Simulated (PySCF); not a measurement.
Work out the structure from these simulated measurements.

Formula: C8H7ClP2.

| Quantity | Value |
| --- | --- |
| 1H NMR | chemical shifts (computed TMS as zero) by class: 8.66 (2 H), 8.39 (1 H), 7.64 (2 H), 6.91 (1 H), 6.54 (1 H) ppm [GIAO PBE0/pcSseg-1] |
| Dipole | 1.08 D [PBE0/pcSseg-1] |
| 13C NMR | chemical shifts (computed TMS as zero) by class: 155.5 (1 C), 150.5 (1 C), 148.2 (1 C), 142.3 (1 C), 136.8 (2 C), 134.3 (2 C) ppm [GIAO PBE0/pcSseg-1] |
| NMR, other nuclei | isotropic shieldings of nuclei other than C and H, by class: -264 (1 P), -224 (1 P), 697 (1 Cl) ppm [GIAO PBE0/pcSseg-1] |
| Rotational structure | rotational constants A, B, C: 3.191, 0.263, 0.243 GHz [GFN2-xTB] |

The electronic properties come from PySCF, for the isolated species, density fitting. Levels stand in brackets. One conformer (not necessarily the lowest) at the GFN2-xTB geometry, without solvent, vibrations or thermal averaging. GFN2-xTB frequencies show an imaginary mode (25i cm⁻¹), so this geometry is no minimum at that level. Each NMR value is the plain mean over a class of atoms that symmetry, rotation or inversion makes alike.

Question: What is the compound? Reason from the data.

Answer: Numbering: `[CH2:1]=[CH:2]/[P:3]=[P:4]/[c:5]1[cH:6][cH:7][c:8]([Cl:9])[cH:10][cH:11]1`. 8 carbons fall into 6 classes; from least to most shielded: alkene CH carbon [C2] (155.5 ppm), aromatic C–Cl carbon [C8] (150.5 ppm), substituted aromatic carbon [C5] (148.2 ppm), terminal =CH2 carbon [C1] (142.3 ppm), aromatic CH carbon [C6/C11] (136.8 ppm, 2 C, up to 12.7 ppm apart in this geometry), aromatic CH carbon [C7/C10] (134.3 ppm, 2 C). Hydrogen classes from least to most shielded: 2 H on 2 aromatic CH carbons, C6/C11 (8.66 ppm, a mean of values up to 1.5 ppm apart in this geometry), 1 H on an alkene CH carbon, C2 (8.39 ppm), 2 H on 2 aromatic CH carbons, C7/C10 (7.64 ppm), 1 H on a terminal =CH2 carbon, C1 (6.91 ppm), 1 H on a terminal =CH2 carbon, C1 (6.54 ppm). The other shieldings belong to: -264 ppm, phosphorus bonded to C and P [P4]; -224 ppm, phosphorus bonded to C and P [P3]; 697 ppm, aryl chlorine [Cl9]. The optimised geometry has point group Cs and is an asymmetric top. Structure: `C=C/P=P/c1ccc(Cl)cc1`. The assignments are read from this structure; whether some other isomer fits the data as well wasn't checked.

The values belong to the conformer `[CH2:1]=[CH:2]/[P:3]=[P:4]/[c:5]1[cH:6][cH:7][c:8]([Cl:9])[cH:10][cH:11]1`: C1–C2–P3–P4 180°, P3–P4–C5–C6 0°.
